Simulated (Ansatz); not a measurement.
`Cc1csc(-c2sc(-c3sccc3C)cc2C)c1`. Charge 0, multiplicity 1. Geometry PBE-D4/def2-SVP; atoms count from 1.

Cartesian coordinates in Å:
```
C 1.8391 -5.0346 -0.8351
C 0.8285 -4.1733 -0.1305
C -0.1449 -4.6501 0.7340
S -1.1460 -3.3902 1.3666
C -0.2678 -2.1562 0.4727
C -0.6044 -0.7523 0.5466
S 0.3665 0.3842 -0.3688
C -0.5711 1.7591 0.1829
C -0.2894 3.1128 -0.2374
S -1.3908 4.3902 0.2533
C -0.4538 5.5980 -0.5508
C 0.6500 5.0500 -1.1717
C 0.7628 3.6339 -1.0068
C 1.8832 2.8240 -1.5949
C -1.5820 1.3188 1.0369
C -1.6173 -0.0843 1.2539
C -2.6271 -0.7506 2.1439
C 0.7499 -2.7547 -0.2707
H 1.7334 -4.9590 -1.9382
H 2.8759 -4.7230 -0.5880
H 1.7298 -6.1007 -0.5570
H -0.3271 -5.6902 1.0320
H -0.7720 6.6470 -0.5209
H 1.3785 5.6453 -1.7402
H 2.6182 3.4808 -2.0991
H 1.5162 2.0917 -2.3457
H 2.4248 2.2408 -0.8203
H -2.2941 2.0104 1.5102
H -3.3198 -0.0044 2.5778
H -2.1433 -1.2930 2.9838
H -3.2352 -1.4981 1.5917
H 1.4292 -2.1725 -0.9104
```

Single mean-field runs in def2-TZVP are fitted with def2-universal-jkfit.

(1) Estimate the Mulliken populations of the heavy atoms from the PBE0/def2-TZVP orbitals of Ansatz.

(2) And the Mayer bond orders between heavy atoms (over 0.3)?

## Answers

(1) 
| atom | charge (e) |
| --- | --- |
| C1 | -0.42 |
| C2 | 0.05 |
| C3 | -0.20 |
| S4 | 0.01 |
| C5 | 0.03 |
| C6 | 0.10 |
| S7 | -0.05 |
| C8 | 0.15 |
| C9 | -0.02 |
| S10 | 0.03 |
| C11 | -0.19 |
| C12 | -0.18 |
| C13 | -0.01 |
| C14 | -0.41 |
| C15 | -0.22 |
| C16 | 0.05 |
| C17 | -0.42 |
| C18 | -0.24 |
Mulliken values depend strongly on the basis.

(2) C1–C2 0.94 (1.50 Å); C2–C3 1.65 (1.39 Å); C2–C18 1.28 (1.43 Å); C3–S4 1.24 (1.73 Å); S4–C5 1.28 (1.76 Å); C5–C6 1.00 (1.45 Å); C5–C18 1.46 (1.40 Å); C6–S7 1.27 (1.75 Å); C6–C16 1.38 (1.40 Å); S7–C8 1.21 (1.75 Å); C8–C9 0.97 (1.45 Å); C8–C15 1.43 (1.39 Å); C9–S10 1.29 (1.76 Å); C9–C13 1.41 (1.40 Å); S10–C11 1.24 (1.73 Å); C11–C12 1.66 (1.38 Å); C12–C13 1.31 (1.43 Å); C13–C14 0.95 (1.50 Å); C15–C16 1.32 (1.42 Å); C16–C17 0.94 (1.50 Å).
